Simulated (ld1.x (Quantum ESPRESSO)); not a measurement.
# Which change was made? (Zr, TM)

| Item | Value |
| --- | --- |
| Element | Zr |
| Generator | ld1.x (Quantum ESPRESSO) 7.5 |
| Type | norm-conserving Troullier–Martins (Kleinman–Bylander form) |
| Functional | LDA (PZ) |
| Relativity | fully relativistic |
| Frozen core | [Kr] |
| Valence charge | 4 |
| Reference configuration | 4d2 5s1 5p1 |
| Partial waves | 5p (bound): rc 3.85 bohr; 4d (bound): rc 2.80 bohr; 5s (bound): rc 2.80 bohr |
| Local potential | the s channel |
| Core correction | Bessel-smoothed model core inside 1.95 bohr |

Open shells are filled in proportion to 2j + 1 (rel_dist='average').

Cutoffs, loose and tight: the cutoffs (Ry, on a coarse ladder) from which the occupation-weighted sum of valence levels, in a spherical-Bessel basis at the reference potential, stays within 10 and 1 mRy of its value at 400 Ry. They do not see the model core or the augmentation charge, which bear on the density cutoff. Test errors are all-electron minus pseudo excitation energies from the reference, over the configurations 4d2 5s2 5p0; 4d2 5s1 5p0; 4d2 5s0 5p0; 4d2 5s0 5p2; 4d1 5s2 5p1; 4d1 5s2 5p0; 4d2 5s0 5p1; variants that change the core or the reference have their own tests.

The base gives: outcome: generated; cutoff, loose: 21 Ry; cutoff, tight: 25 Ry; bound ghosts: none; largest test error (meV): -103.

Q: After one change the result is: outcome: generated; cutoff, loose: 21 Ry; cutoff, tight: 25 Ry; bound ghosts: none; largest test error (meV): -30. Which change was it?
A. reference 4d1 5s0 5p0
B. wave 5s (bound): rc 2.80 bohr becomes 5s (bound): rc 2.48 bohr
C. core correction Bessel-smoothed model core inside 3.24 bohr
D. type ultrasoft; waves now 5s (bound): rcut 2.45, rcutus 2.80 bohr; 5s channel at 0.05 Ry: rcut 2.45, rcutus 2.80 bohr; 5p (bound): rcut 3.35, rcutus 3.85 bohr; 5p channel at 3.05 Ry: rcut 3.35, rcutus 3.85 bohr; 4d (bound): rcut 2.45, rcutus 2.80 bohr; 4d channel at 1.2 Ry: rcut 2.45, rcutus 2.80 bohr; local potential all-electron potential smoothed inside 3.10 bohr (lloc = -1); augmentation PSQ, radius 2.20 bohr

A: C. The others give: type ultrasoft; waves now 5s (bound): rcut 2.45, rcutus 2.80 bohr; 5s channel at 0.05 Ry: rcut 2.45, rcutus 2.80 bohr; 5p (bound): rcut 3.35, rcutus 3.85 bohr; 5p channel at 3.05 Ry: rcut 3.35, rcutus 3.85 bohr; 4d (bound): rcut 2.45, rcutus 2.80 bohr; 4d channel at 1.2 Ry: rcut 2.45, rcutus 2.80 bohr; local potential all-electron potential smoothed inside 3.10 bohr (lloc = -1); augmentation PSQ, radius 2.20 bohr → outcome: failed: chargeps: negative rho | reference 4d1 5s0 5p0 → outcome: generated; cutoff, loose: 21 Ry; cutoff, tight: 25 Ry; bound ghosts: none; largest test error (meV): -552 | wave 5s (bound): rc 2.80 bohr becomes 5s (bound): rc 2.48 bohr → outcome: generated; cutoff, loose: 21 Ry; cutoff, tight: 30 Ry; bound ghosts: none; largest test error (meV): -74.
